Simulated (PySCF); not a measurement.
Atom-mapped SMILES (the numbers label the heavy atoms): `[CH3:1][CH:2]([CH3:3])[C:4]1=[N:5][N:6]([CH3:7])[CH2:8][C@H:9]1[SiH3:10]`. Each H is labelled by its parent atom. Ha(C8) is cis to Si10 on the ring; Hb(C8) is trans to Si10 on the ring.

[PySCF 2.14: PBE/pcSseg-1 with gauge-including orbitals; PBE0-D3(BJ)/def2-SVP geometry; one computed conformer; non-relativistic; rapidly exchanging positions averaged; gas phase]

**Question.** List the cross peaks expected in HSQC, COSY and HMBC spectra.

**Answer.** 

HSQC (one-bond C–H):
```
           δH         δC
3.24 (Ha(C8))  63.4 (C8)
 2.71 (H(C7))  42.7 (C7)
2.71 (Hb(C8))  63.4 (C8)
 2.58 (H(C9))  33.6 (C9)
 2.43 (H(C2))  33.4 (C2)
 1.19 (H(C1))  21.3 (C1)
 1.08 (H(C3))  24.2 (C3)
```

COSY cross peaks (H two or three bonds apart, from the bond graph; peaks can be absent where the dihedral angle is near 90°):
```
            δH             δH
3.89 (H(Si10))   2.58 (H(C9))
 3.24 (Ha(C8))  2.71 (Hb(C8))
 3.24 (Ha(C8))   2.58 (H(C9))
 2.71 (Hb(C8))   2.58 (H(C9))
  2.43 (H(C2))   1.19 (H(C1))
  2.43 (H(C2))   1.08 (H(C3))
```

HMBC (two and three bonds, from the bond graph):
```
            δH                                           δC
3.89 (H(Si10))             153.4 (C4), 63.4 (C8), 33.6 (C9)
 3.24 (Ha(C8))             153.4 (C4), 42.7 (C7), 33.6 (C9)
  2.71 (H(C7))                                    63.4 (C8)
 2.71 (Hb(C8))             153.4 (C4), 42.7 (C7), 33.6 (C9)
  2.58 (H(C9))             153.4 (C4), 63.4 (C8), 33.4 (C2)
  2.43 (H(C2))  153.4 (C4), 33.6 (C9), 24.2 (C3), 21.3 (C1)
  1.19 (H(C1))             153.4 (C4), 33.4 (C2), 24.2 (C3)
  1.08 (H(C3))             153.4 (C4), 33.4 (C2), 21.3 (C1)
```

Referencing at the same level of theory: TMS for 1H (31.20 ppm), 13C (180.03 ppm).

Short H···H contacts in this conformer between protons four or more bonds apart (candidates for NOE cross peaks, intensity ∝ r⁻⁶): H(C3)···H(C9) 2.32 Å, H(C7)···Hb(C8) 2.52 Å, H(C1)···H(C3) 2.54 Å, H(C2)···H(Si10) 2.69 Å, H(C7)···Ha(C8) 2.75 Å.

Shifts are as computed. Against solution values, carbons near 30 ppm lie about +2 ppm off and those near 130 ppm about +2 ppm. Of 1309 compounds with measured shifts, 239 miss one by over three times the rms of a fit or turn the order of signals round; such compounds aren't used in these exercises.
